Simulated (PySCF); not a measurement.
**Vibration and rotation of InSb⁻**

ROHF-MP2 constants of InSb⁻, ²Π (doublet), unpaired electrons π ↑ (In def2-TZVPPD with ECP28, Sb def2-TZVPPD with ECP28; scalar-relativistic core potentials (PySCF 2.14); masses 114.9039 and 120.9038 u):

```
ωe              : 192.2 cm⁻¹
ωexe            : 0.334 cm⁻¹
Be              : 0.039089 cm⁻¹
αe              : 0.000102 cm⁻¹
D (centrifugal) : 6.47e-09 cm⁻¹
```

Problem. Give the vibrational terms G(v) and spacings up to v = 6.

Solution. G(v) = ωe(v+½) − ωexe(v+½)².

```
v  G(v) (cm⁻¹)  G(v) − G(v−1)  Bv (cm⁻¹)
0         96.0                   0.03904
1        287.5          191.5    0.03894
2        478.4          190.9    0.03883
3        668.6          190.2    0.03873
4        858.1          189.5    0.03863
5       1047.0          188.9    0.03853
6       1235.2          188.2    0.03843
```

Correlated steps freeze 8 core orbitals. Spin–orbit coupling is left out, which matters for elements this heavy, above all for dissociation energies. The state was picked by a PBE0 search and need not be the measured ground state.
